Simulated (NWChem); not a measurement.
# hydrogen telluride (H2Te); SMILES [TeH2]

Program: NWChem. The geometry was optimised at PBE0-D3(BJ)/def2-TZVP. def2 effective core potentials on Te; no spin-orbit coupling. Ions are spin-unrestricted doublets at the neutral geometry; other ion states weren't tried.

```csv
level,basis functions,"vertical ionisation energy, ΔSCF (eV)",−ε(HOMO) (eV),ΔSCF minus −ε(HOMO) (eV)
Hartree-Fock/def2-SVP,36,8.05,8.80,-0.75
Hartree-Fock/def2-SVPD,51,8.05,8.85,-0.80
Hartree-Fock/def2-TZVP,62,8.03,8.86,-0.83
Hartree-Fock/def2-TZVPD,77,8.03,8.88,-0.85
Hartree-Fock/def2-TZVPP,78,8.03,8.86,-0.83
Hartree-Fock/def2-QZVP,142,8.03,8.88,-0.85
```
